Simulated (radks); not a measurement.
Results of a calculation; reference values are marked as such.
Q: Species: Re14+. Configuration: [Kr] 4d10 4f13 5s2. Level of theory: scalar-relativistic Kohn-Sham, PBEsol, spin-polarised, spherical densities, finite nucleus; open shells are filled with parallel spins first (spin-orbit coupling, left out, can overturn this in heavy ions); Fermi nuclear charge, rms radius 5.3698 fm (a radial shooting solver on a logarithmic mesh with Libxc functionals). Some entries of the table are withheld. Estimate them.

| orbital | occ. | eigenvalue (hartree) | <r^2> (bohr^2) | <r> (bohr) |
|---|---|---|---|---|
| 1s down | 1 | -2642.252 | 0.0004483 | 0.01804 |
| 1s up | 1 | -2642.252 | 0.0004483 | 0.01804 |
| 2s up | 1 | -466.8004 | 0.006879 | 0.07624 |
| 2s down | 1 | -466.7994 | 0.006879 | 0.07624 |
| 2p up | 3 | -408.8804 | 0.005708 | 0.06834 |
| 2p down | 3 | -408.8797 | 0.005708 | 0.06834 |
| 3s up | 1 | -115.9788 | 0.04457 | 0.1975 |
| 3s down | 1 | -115.9535 | 0.04456 | 0.1974 |
| 3p up | 3 | -98.88859 | 0.04538 | 0.1978 |
| 3p down | 3 | -98.86308 | 0.04536 | 0.1978 |
| 3d up | 5 | -79.48294 | 0.03760 | 0.1792 |
| 3d down | 5 | -79.46335 | 0.03759 | 0.1791 |
| 4s up | 1 | -32.20639 | 0.2175 | 0.4391 |
| 4s down | 1 | -32.16205 | 0.2176 | 0.4391 |
| 4p up | 3 | -26.57044 | 0.2465 | (1) |
| 4p down | 3 | -26.52759 | 0.2466 | (2) |
| 4d up | 5 | -19.48553 | 0.2806 | 0.4932 |
| 4d down | 5 | -19.44371 | 0.2809 | 0.4934 |
| 5s up | 1 | -12.23876 | 0.9673 | 0.9326 |
| 5s down | 1 | -12.21714 | 0.9692 | 0.9335 |
| 4f up | 7 | -11.54822 | 0.3415 | 0.5345 |
| 4f down | 6 | -11.50607 | 0.3426 | 0.5353 |

A: 
(1) 4p up <r> (bohr): 0.4658
(2) 4p down <r> (bohr): 0.4659
